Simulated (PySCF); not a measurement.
Substituent chemical shifts

Parent skeleton `[SiH3:1][PH3+:2]`; one hydrogen on atom 1 is replaced by X. Hydrogens on one atom are averaged.

- shieldings: GIAO PBE0/pcSseg-1
- PBE0-D3(BJ)/def2-SVP structure
- code: PySCF 2.14.0 with density-fitted response routines
- relativity neglected, averaged over atoms made equivalent by symmetry, fast rotation or ring inversion, a single conformation, in vacuum

δ = σ(ref) − σ, references computed at the same level: TMS for ²⁹Si (σ = 351.99 ppm), ¹H (σ = 31.27 ppm); H3PO4 for ³¹P (σ = 310.13 ppm).

Parent (X = H): Si1 -72.8, P2 -172.3, H(Si1) 4.97, H(P2) 5.32 ppm. Effects are Δδ = δ(X) − δ(H), positive for deshielding.

Question: Give Δδ (ppm) for X = CH2F, ethynyl, SH, N=CH2, NH2, OiPr.

Answer: 
```tsv
X	SMILES	Si1	P2	H(Si1)	H(P2)
CH2F	FC[SiH2][PH3+]	+50.9	+2.0	+0.51	-0.08
ethynyl	C#C[SiH2][PH3+]	-2.4	+4.2	+0.42	-0.09
SH	[PH3+][SiH2]S	+52.6	+5.3	+0.87	-0.22
N=CH2	C=N[SiH2][PH3+]	+38.4	-0.7	+1.31	-0.19
NH2	N[SiH2][PH3+]	+37.4	-7.2	+0.80	-0.46
OiPr	CC(C)O[SiH2][PH3+]	+46.6	+1.4	+0.88	-0.24
```

Question: Which position responds most, and to which substituents?

Answer: Si1: from -2.4 ppm with ethynyl to +52.6 ppm with SH.

Experimental scales use liquid or dissolved standards, which lie at an offset from isolated H3PO4.
